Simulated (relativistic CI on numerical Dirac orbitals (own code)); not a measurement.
Ti11+: q coefficients and field-shift factors

These numbers are calculated, not measured: Dirac-Coulomb-Breit CI, orbitals from a KLI potential per configuration, derivatives by finite differences, unscaled Slater integrals, QED left out (own radial code, finite nucleus).

Configurations in the expansion (outside the closed core [Ne]): 3s, 3p, 3d, 4s, 4p, 4d, 4f. Levels of other configurations are missing.

With x = (α/α₀)² − 1 an excitation energy changes as ω = ω₀ + qx; K = 2q/ω₀ is the relative enhancement. Terms are leading LS components, so labels can repeat. The field-shift factor is F = δν/δ⟨r²⟩ for the transition from the lowest level.

Lowest level 3s ²S1/2.

| Level | ω₀ (cm⁻¹) | q (cm⁻¹) | K | F (GHz/fm²) |
| --- | --- | --- | --- | --- |
| 3p ²P°1/2 | 209133 | 3189 | 0.0305 | -7.32 |
| 3p ²P°3/2 | 217705 | 11870 | 0.109 | -7.33 |
| 3d ²D3/2 | 503045 | 12250 | 0.0487 | -6.91 |
| 3d ²D5/2 | 503864 | 13060 | 0.0518 | -6.9 |
| 4s ²S1/2 | 1130771 | 7596 | 0.0134 | -3.65 |
| 4p ²P°1/2 | 1211986 | 8710 | 0.0144 | -6.37 |
| 4p ²P°3/2 | 1215255 | 12020 | 0.0198 | -6.37 |
| 4d ²D3/2 | 1318890 | 12190 | 0.0185 | -6.22 |
| 4d ²D5/2 | 1319278 | 12570 | 0.0191 | -6.22 |
| 4f ²F°5/2 | 1356571 | 12250 | 0.0181 | -6.1 |
| 4f ²F°7/2 | 1356721 | 12400 | 0.0183 | -6.1 |

At this charge energies of transitions that change n are usually good to better than 1 %, and those within a shell (Δn = 0) to a few per cent.
